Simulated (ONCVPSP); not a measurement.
# antimony (Sb): excitation energies, all-electron against ONCV

```
Element                 : antimony
Generator               : ONCVPSP 4.0.1
Type                    : optimised norm-conserving Vanderbilt (ONCV)
Functional              : PBE
Relativity              : scalar-relativistic
Frozen core             : [Kr] 4d10
Valence charge          : 5
Reference configuration : 5s2 5p3
Partial waves           : 5s: rc 1.80 bohr, ncon 3, nbas 8, qcut 3.4 1/bohr, 2 projectors, debl 0.2 Ha; 5p: rc 2.50 bohr, ncon 4, nbas 8, qcut 3.3 1/bohr, 2 projectors, debl 3 Ha; d scattering state at 0.13 Ha: rc 2.55 bohr, ncon 3, nbas 8, qcut 3.6 1/bohr, 2 projectors, debl 1.4 Ha
Local potential         : polynomial inside 1.25 bohr (lpopt 5, dvloc0 -1 Ha)
Core correction         : none
```

In the s channel the program set the typed energies aside and used -0.472, 0.250 Ha.

Energies are relative to the spin-unpolarised reference configuration 5s2 5p3; without spin polarisation the order of configurations can differ from experiment.

```
valence configuration  charge  ΔE all-electron (eV)  error AE − PS (meV)
              5s2 5p1      +2                24.286                  -30
              5s1 5p3      +1                17.050                 +7.0
```

(1) What are ΔE and the potential's error for 5s2 5p0?

(2) What are ΔE and the potential's error for 5s2 5p2?

Note: ghosts flagged at negative energy: s at -108.4 eV; GHOST(+) flagged for p at 52.1 eV, d at 60.3 eV. A true bound ghost makes a file unfit for plane-wave use.

Answers

(1) ΔE = 48.699 eV all-electron; the error (AE − PS) is -51 meV.

(2) ΔE = 8.317 eV all-electron; the error (AE − PS) is -6.4 meV.
